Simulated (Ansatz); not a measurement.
CH₄ClFO₂SW, SMILES `C[O][W]([OH])([F])(=[S])[Cl]`. The species carries charge 0 and has multiplicity 1. W takes the def2 core potential.

```json
{"atom": "C1", "x (Å)": "-0.377", "y (Å)": "0.850", "z (Å)": "-1.639"}
{"atom": "O2", "x (Å)": "-0.716", "y (Å)": "-0.074", "z (Å)": "-0.645"}
{"atom": "W3", "x (Å)": "0.027", "y (Å)": "-0.833", "z (Å)": "0.854"}
{"atom": "O4", "x (Å)": "0.250", "y (Å)": "0.966", "z (Å)": "1.438"}
{"atom": "F5", "x (Å)": "1.389", "y (Å)": "-1.136", "z (Å)": "2.114"}
{"atom": "S6", "x (Å)": "-1.630", "y (Å)": "-1.756", "z (Å)": "1.782"}
{"atom": "Cl7", "x (Å)": "1.149", "y (Å)": "-2.359", "z (Å)": "-0.451"}
{"atom": "H8", "x (Å)": "0.031", "y (Å)": "1.752", "z (Å)": "-1.172"}
{"atom": "H9", "x (Å)": "0.370", "y (Å)": "0.412", "z (Å)": "-2.307"}
{"atom": "H10", "x (Å)": "-1.274", "y (Å)": "1.101", "z (Å)": "-2.207"}
{"atom": "H11", "x (Å)": "0.781", "y (Å)": "1.077", "z (Å)": "2.234"}
```

List the harmonic frequencies (cm⁻¹, unscaled) at PBE0-D4/def2-TZVP in Ansatz. (An estimate is asked.)

The calculation gave: 34, 88, 112, 129, 172, 192, 213, 276, 295, 365, 378, 446, 575, 586, 632, 691, 816, 1153, 1164, 1196, 1455, 1483, 1485, 3032, 3110, 3136, 3860.

Is this a minimum?

Yes, all 27 modes are real.

Give the ideal-gas thermochemistry at 298.15 K and 1 bar (rigid rotor, harmonic oscillator; point group C1, symmetry number 1).

Zero-point energy 161.9 kJ/mol; H(298) − E = 191.0 kJ/mol; entropy 431.1 J/(mol·K), of which translation 180.7, rotation 124.3, vibration 126.1; G(298) − E = 62.5 kJ/mol. Modes under 100 cm⁻¹ are hindered rotations or soft bends, so the harmonic entropy is rough.

Rotational constants (cm⁻¹)?

0.04416, 0.03999, 0.03306.
